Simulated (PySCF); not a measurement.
# Low-lying terms of I(43+) (iodine, charge +43)

Ground state [Ne], ¹S. Computed with PySCF 2.14 in an uncontracted even-tempered set (19 s from 3.2 bohr⁻², ratio 2.5; 13 p from 4.16 bohr⁻², ratio 2.5; 7 d from 2.07 bohr⁻², ratio 2.7; 3 f from 160 bohr⁻², ratio 2.7), with scalar relativity by spin-free X2C-1e. Vertical excitation energies in eV without spin-orbit coupling; excited terms of each kind are numbered among those the solver found. Frozen: 1s2.

| term | leading excitation | EOM-EE-CCSD |
| --- | --- | --- |
| 1 3P° | 2p → s | 4142.5 |
| 1 1P° | 2p → s | 4150.6 |
| 1 3S | 2p → p | 4274.3 |
| 1 3D | 2p → p | 4287.7 |
| 1 1D | 2p → p | 4294.6 |
| 1 1P | 2p → p | 4295.5 |
| 1 3P | 2p → p | 4295.7 |
| 1 1S | 2p → p | 4351.2 |
| 2 3P° | 2p → d | 4430.5 |
| 1 3F° | 2p → d | 4437.2 |
| 1 1F° | 2p → d | 4445.7 |
| 1 1D° | 2p → d | 4447.9 |
| 2 3S | 2s → s | 4655.7 |
| 2 1S | 2s → s | 4673.8 |

The spin-orbit splitting of the hole, absent here, rivals or exceeds the spacing of these terms, so the LS terms are model states.

The solver can miss terms. The 25 highest virtual orbitals were dropped.
